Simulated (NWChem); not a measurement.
A series in which one site is exchanged, each optimised at PBE0/def2-SVP with NWChem, gas phase unless a solvent is named. This build's default masses of Se (78.918 u) and Br (79.917 u) are each other's, which moves their modes by up to 0.6 %. For some, no frequency run checked for a minimum. def2 effective core potentials on Cd, Te; no spin-orbit coupling.

A: C[Te]C (C$_{2}$H$_{6}$Te; site = Te)
B: [CH3][Cd][CH3] (C2H6Cd; site = Cd)
C: [Se](C)C (C2H6Se; site = Se)

Values for A:

- dipole (D), PBE0/def2-SVP = 1.21
- orbital gap (eV), PBE0/def2-SVP = 5.41
- vertical ionisation energy, ΔSCF, PBE0/def2-SVP (eV) = 7.78
- lowest singlet excitation, PBE0/def2-SVPD, TDA (eV) = 3.71

Question: How do these values change for the other members?

Answer: 
```csv
change from A,B,C
"dipole (D), PBE0/def2-SVP",-1.21,+0.24
"orbital gap (eV), PBE0/def2-SVP",+1.45,+1.33
"vertical ionisation energy, ΔSCF, PBE0/def2-SVP (eV)",+1.08,+0.50
"lowest singlet excitation, PBE0/def2-SVPD, TDA (eV)",+1.86,+1.00
```
